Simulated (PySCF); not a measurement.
Computed shifts of a molecule C3H6OSi, PBE0/pcSseg-1 (PySCF), GIAO, gas phase, atoms alike by connectivity averaged where their shifts nearly agree, in ppm (number of nuclei): ²⁹Si: -57.4 (1). ¹³C: 167.1 (1), 120.0 (1), 90.5 (1). ¹H: 7.27 (1), 6.51 (1), 6.13 (1), 4.47 (3). References: ²⁹Si against TMS (σ = 352.7 ppm); ¹³C against TMS (σ = 186.3 ppm); ¹⁷O against H2O (σ = 334.2 ppm); ¹H against TMS (σ = 31.56 ppm), references at their B3LYP-D3(BJ)/def2-TZVP geometries, non-relativistic. Coordinates come from a PBE-D3(BJ)/def2-SVP optimisation. The values are those of a single conformer.

**Question.** Pick the molecule that these values belong to.
(A) [SiH3][C@@H]1C=CO1
(B) C#C[Si@@H](C)O
(C) C=C=C[SiH2]O
(D) C=C=CO[SiH3]

**Answer.** A, [SiH3][C@@H]1C=CO1
